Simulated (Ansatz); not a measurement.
`COB(C)S` + HBr → `CB(S)Br` + CH₃OH  (ligand exchange at a B–O bond)

Calculated with Ansatz (gas phase, PBE0-D4/def2-TZVP geometries, no zero-point term in ΔE). CCSD(T)/CBS adds triple-zeta CCSD(T) − MP2 to the extrapolated MP2 energy (def2 sets, frozen cores). This one scheme is used for every species. DFT in def2-TZVPP. B3LYP here is the variant with VWN-RPA as its local correlation; programs differ in this. For Br outer-core shells are correlated without core-valence functions, which leaves a few kJ/mol of doubt a bond. Scalar relativity is left out up to krypton. One conformer a species, not always the lowest.

`COB(C)S`:

```xyz
12

C    -1.339   -0.842   -1.341
O    -0.480   -0.903   -0.220
B     0.227    0.164    0.217
C     1.153    0.000    1.470
S     0.065    1.751   -0.682
H    -1.774   -1.830   -1.480
H    -2.141   -0.116   -1.179
H    -0.786   -0.564   -2.243
H     2.191    0.244    1.228
H     0.852    0.681    2.272
H     1.120   -1.020    1.856
H     0.912    2.434    0.102
```

HBr:

Z-matrix (Å, degrees):
```
Br
H 1 1.420
```

`CB(S)Br`:

Cartesian coordinates in Å:
```
C -0.374 -0.363 0.763
B -0.094 0.496 -0.504
S 1.318 0.351 -1.586
Br -1.355 1.868 -1.008
H 0.392 -1.112 0.969
H -0.470 0.287 1.638
H -1.339 -0.871 0.660
H 1.921 -0.656 -0.931
```

CH₃OH:

Z-matrix (Å, degrees):
```
C
O 1 1.409
H 1 1.097 2 112.4
H 1 1.090 2 107.0 3 -118.5
H 1 1.097 2 112.4 3 123.0
H 2 0.959 1 108.5 3 -61.6
```

(1) Is it downhill or uphill in electronic energy at CCSD(T)/CBS, and by how much? (Estimate.)

(2) What do these levels give: BLYP-D4, B3LYP-D4, r2SCAN0-D4, PBE, BLYP, PBE0, r2SCAN0, BHLYP, LC-ωPBE, CCSD/def2-TZVPP, HF/def2-QZVPP, CCSD/CBS(def2)? (An estimate is asked.)

Largest T1 diagnostic among the species: 0.012.

## Answers

(1) The calculation gave: Uphill: ΔE = +48.1 kJ/mol.

(2) The calculation gave: BLYP-D4 54.2, B3LYP-D4 54.1, r2SCAN0-D4 50.3, PBE 44.7, BLYP 51.8, PBE0 45.3, r2SCAN0 49.6, BHLYP 55.3, LC-ωPBE 52.1, CCSD/def2-TZVPP 52.7, HF/def2-QZVPP 56.1, CCSD/CBS(def2) 48.8 kJ/mol.

From BLYP to BHLYP (50 % exact exchange), in def2-TZVPP and without D4, ΔE moves by +3.5 kJ/mol. At CCSD(T), def2-SVP lies +19.5 kJ/mol from the extrapolated value and def2-TZVPP +3.9 kJ/mol.
